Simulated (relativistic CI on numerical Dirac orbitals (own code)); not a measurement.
## One change at a time: Hg⁷²⁺

Base calculation: Dirac-Coulomb-Breit CI, KLI orbitals optimised for each configuration, model QED (radiative potential, 1s self-energy scaled to tabulated hydrogen-like ionisation energies), unscaled Slater integrals.

Configuration list (outside the closed core 1s2): 2s2.2p4, 2s.2p5, 2p6, 2p5.3s, 2s2.2p3.3s, 2p5.3p, 2s2.2p3.3p, 2p5.3d, 2s2.2p3.3d, 2s.2p4.3s, 2s.2p4.3p, 2s.2p4.3d, 2s2.2p3.4s, 2s2.2p3.4p, 2s2.2p3.4d, 2s2.2p3.4f, 2s2.2p2.3s2, 2s2.2p2.3s.3p, 2s.2p4.4s, 2s2.2p3.5s, 2s2.2p2.3s.3d, 2s2.2p3.5p, 2s2.2p2.3p2, 2s.2p4.4p, 2s2.2p3.5d, 2s2.2p3.5f, 2s2.2p3.5g, 2s.2p4.4d, 2s.2p4.4f, 2s2.2p2.3p.3d, 2s.2p3.3s2, 2s2.2p2.3d2, 2s.2p3.3s.3p, 2s.2p3.3s.3d, 2s.2p3.3p2, 2s.2p3.3p.3d. Levels of other configurations are missing.

The lowest level and the first level of each name with at least 55 % of one term (blank where a level has no safe partner in the second run):

```tsv
Level	Base (eV)	Shift (eV)
2s2.2p4 3P_2	0.0	0.0
2s2.2p4 1S_0	68.8	
2s2.2p4 3P_1	2014.2	-2014.2
2s2.2p4 1D_2	2033.0	-1989.2
2s.2p5 3P°_2	2476.9	-2122.3
2s.2p5 1P°_1	2572.0	
2s2.2p4 3P_0	4078.9	
2s.2p5 3P°_0	4505.4	-4150.8
2s.2p5 3P°_1	4545.9	
2p6 1S_0	5091.3	-4264.1
2s2.2p3.3p 3P_0	10894.6	-168.2
2s2.2p3.3d 3P°_0	10982.5	
2s2.2p3.3s 3S°_1	12126.5	
2s2.2p3.3s 3D°_3	12137.4	-1467.6
```

At this charge energies of transitions that change n are usually good to better than 1 %, and those within a shell (Δn = 0) to a few per cent.

One thing was changed in a second run, which moved the levels as shown. Which?
A. Breit term removed
B. non-relativistic limit
C. QED terms removed
D. configuration mixing switched off
E. valence Slater integrals scaled by 0.9

B. Non-relativistic limit. Without relativity the fine structure collapses and s electrons lose their extra binding.

LS names give the leading component of a level, which can be under half, so a name can repeat, a term be missing and a line seem to break the LS rules.
